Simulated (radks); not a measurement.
The mean radii <r> (bohr) of the occupied orbitals of an atom or ion are listed with their occupations. Method: scalar-relativistic Kohn-Sham, LB94 model potential, spin-polarised, spherical densities, finite nucleus; Fermi nuclear charge, rms radius of each element as measured or else 0.836 A^(1/3) + 0.57 fm; computed with a radial shooting solver on a logarithmic mesh with Libxc functionals.

| orbital | occ. | <r> |
|---|---|---|
| 1s up | 1 | 0.03035 |
| 1s down | 1 | 0.03035 |
| 2s up | 1 | 0.1314 |
| 2s down | 1 | 0.1314 |
| 2p up | 3 | 0.1145 |
| 2p down | 3 | 0.1145 |
| 3s up | 1 | 0.3582 |
| 3s down | 1 | 0.3582 |
| 3p up | 3 | 0.3566 |
| 3p down | 3 | 0.3566 |
| 3d up | 5 | 0.3335 |
| 3d down | 5 | 0.3335 |
| 4s up | 1 | 0.8776 |
| 4s down | 1 | 0.8784 |
| 4p up | 3 | 0.9597 |
| 4p down | 3 | 0.9614 |
| 4d down | 5 | 1.269 |
| 4d up | 5 | 1.261 |
| 5s up | 1 | 2.510 |

Name the element and its charge. Open shells, if any, are filled with parallel spins first.

Answer. Z = 48, cadmium, charge +1: Cd+ in [Kr] 4d10 5s1. The 1s radius gives Z: for a bare nucleus <r> = (2 gamma + 1)/(2Z) with gamma = sqrt(1 - (Z/c)^2), 0.02993 bohr for Z = 48, and screening makes it slightly larger (0.03035 here). The occupations add up to 47, and the charge is Z minus that.
